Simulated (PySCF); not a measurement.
Computed properties of 4,4-difluorobuta-1,2-diene (C4H4F2), SMILES C(=CC(F)F)=C

4,4-difluorobuta-1,2-diene (C4H4F2), SMILES C=C=CC(F)F. Geometry optimised at r2SCAN-D4/def2-SVP. One conformer was computed; it need not be the lowest. All values are computed for the isolated molecule unless a solvent is named; none is compared with measurement here.

**Structure.** The optimised structure has Cs symmetry. All 24 harmonic modes at r2SCAN-D4/def2-SVP (PySCF) are real, so it is a minimum. With heavy atoms numbered as in [CH2:1]=[C:2]=[CH:3][CH:4]([F:5])[F:6], the shortest bond between them is C1–C2 at 1.308 Å and the longest C3–C4 at 1.496 Å.

**Vibrations.** The strongest infrared lines (harmonic, unscaled, degenerate partners summed) lie at 1087 cm⁻¹ (221 km/mol, C 60 %, F 33 %), 1117 cm⁻¹ (219 km/mol, C 59 %, F 30 %, H 11 %), 2074 cm⁻¹ (91 km/mol, C 98 %). The softest mode is at 61 cm⁻¹ and the zero-point energy is 43.4 kcal/mol.

**Electronic structure.** CAM-B3LYP/def2-TZVP (PySCF) places the frontier levels at -9.61 and 0.74 eV, a gap of 10.35 eV, and gives a dipole moment of 2.69 D and a mean polarisability of 51.2 bohr³. PBE/def2-TZVP (PySCF) at the same geometry gives -7.02 and -1.42 eV, so its gap is 4.75 eV narrower. An orbital gap is neither the optical nor the fundamental gap.

**Excitations.** TDA-PBE0/def2-SVPD (PySCF) has S1 at 5.89 eV (211 nm, f = 0.000, dark); the most intense of the 10 singlets computed lies at 8.32 eV (f = 1.32). T1 (TDA) is at 4.47 eV, 1.42 eV under S1. TDA-PBE/def2-SVPD (PySCF) puts S1 at 5.68 eV. No vertical singlet excitation falls in the visible range (under 3.1 eV).

**NMR.** GIAO shifts at B3LYP/pcSseg-1 (PySCF) (non-relativistic, atoms alike by connectivity averaged): ¹³C from 85.4 to 229.5 ppm against TMS; ¹H from 5.5 to 6.4 ppm against TMS; ¹⁹F at -123.7 ppm against CFCl3.

**Solvation.** SMD-ωB97X/def2-SVP (PySCF) gives -0.5 kcal/mol in water, -3.7 kcal/mol in cyclohexanone, -4.2 kcal/mol in chloroform (1 M in both phases, gas-phase geometry); of these solvents chloroform holds the molecule best.
